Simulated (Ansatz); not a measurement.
A structure relaxed at PBE0/def2-TZVPD in Ansatz, charge -1, singlet:

```xyz
5

Cs    0.000    0.000    0.000
Cs    0.899   -4.186    2.609
Cs   -4.809    0.151   -1.413
Cs    4.809   -0.151    1.413
Cs   -0.899    4.186   -2.609
```

Question: Give its formula and point group.

Answer: Cs5⁻. Point group D2h (tolerance 0.1 Å).

Question: Summarise the bond lengths by kind (pairs closer than 1.2 times the sum of covalent radii, bridged metal pairs left out).

Answer: 6 × Cs–Cs 5.01 to 5.74 Å.

In the def2 sets Cs takes a core potential; there is no spin–orbit coupling. The restricted singlet is unstable towards broken spin symmetry in Hartree–Fock (as tested in another run); at PBE0/def2-TZVPD this wasn't settled. Another isomer (singlet) lies 0.33 eV lower at PBE0/def2-TZVPD; other spin states weren't run for this one.
